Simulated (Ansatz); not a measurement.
Basis-set extrapolation for `B[Si](O)(F)OC` (PBE0-D4/def2-TZVP geometry, frozen core, Ansatz). Multiplicity 1, RHF reference.

|  | def2-TZVPP | def2-QZVPP |
| --- | --- | --- |
| HF | -604.433515 | -604.458494 |
| MP2 correlation | -1.106969 | -1.197633 |
| CCSD(T) correlation | -1.184140 | not run |

Energies in hartree. Use E(X) = E(∞) + A·exp(−7.88·√X) for Hartree–Fock and E(X) = E(∞) + B·X^(−2.97) for correlation, with X = 3 and 4, and add CCSD(T) minus MP2 of the smaller set to the MP2 limit.

Task: What is the CCSD(T) energy at the basis-set limit?

Result: HF limit: -604.458494 + (-0.024979) × 0.13774 = -604.46193. MP2 limit: -1.197633 + (-0.090664) × 0.74074 = -1.26479. Higher-order term: -1.184140 − (-1.106969) = -0.07717. Total: -605.80389 hartree, 489.0 kJ/mol below CCSD(T)/def2-TZVPP.
